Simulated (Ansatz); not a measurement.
`N[SiH](N)[Ga]([F])[Cl]`, 11 atoms. Charge 0, multiplicity 1. Correlated methods include outer-core shells of Ga, which these sets cover unevenly. Scalar relativity is left out up to krypton. Hardware: A = 2 threads of an AMD EPYC 7R13 on a shared host; B = 2 threads of an AMD EPYC 7R13 on a shared host and a share of an NVIDIA H100 80 GB. Correlated methods freeze the cores. Open-shell runs search over several starts.

Question: How many basis functions does each run have, and how long does it take in Ansatz? RKS PBE0-D4/def2-TZVP frequencies [B]; UKS r2SCAN-D4/def2-TZVPP energy of the cation [B]; UKS ωB97M-V/def2-TZVPP energy of the cation [B]; RHF-CCSD(T)/def2-TZVPP energy [B]; RKS BHLYP-D4/def2-TZVPP energy [B]; RKS ωB97M-V/def2-QZVPP energy [B]; RKS PBE0-D4/def2-SVP energy [A]; UKS PBE-D4/def2-TZVPP energy of the cation [B]; UHF-CCSD(T)/def2-TZVPP energy of the cation [B]; UKS B2PLYP (frozen core)/def2-TZVPP energy of the cation [B]; RKS r2SCAN0-D4/def2-TZVPP energy [B]; direct RPA on PBE orbitals/def2-TZVPP energy [B]. (Best estimate.)

Answer: The calculation gave: Other jobs shared the machine, so times are rough.

| level | job | functions | wall time | peak host memory (GiB) |
| --- | --- | --- | --- | --- |
| RKS PBE0-D4/def2-SVP | energy [A] | 135 | 3.3 s | 0.53 |
| RKS BHLYP-D4/def2-TZVPP | energy [B] | 295 | 4 s | 0.83 |
| direct RPA on PBE orbitals/def2-TZVPP | energy [B] | 295 | 6 s | 1.3 |
| RKS r2SCAN0-D4/def2-TZVPP | energy [B] | 295 | 8 s | 0.85 |
| RKS ωB97M-V/def2-QZVPP | energy [B] | 550 | 8 s | 1.2 |
| UKS PBE-D4/def2-TZVPP | energy of the cation [B] | 295 | 9 s | 0.87 |
| UKS r2SCAN-D4/def2-TZVPP | energy of the cation [B] | 295 | 13 s | 0.93 |
| UKS ωB97M-V/def2-TZVPP | energy of the cation [B] | 295 | 15 s | 1.1 |
| UKS B2PLYP (frozen core)/def2-TZVPP | energy of the cation [B] | 295 | 16 s | 1.3 |
| RHF-CCSD(T)/def2-TZVPP | energy [B] | 295 | 16 s | 0.82 |
| UHF-CCSD(T)/def2-TZVPP | energy of the cation [B] | 295 | 40 s | 1.2 |
| RKS PBE0-D4/def2-TZVP | frequencies [B] | 245 | 97 s | 0.9 |
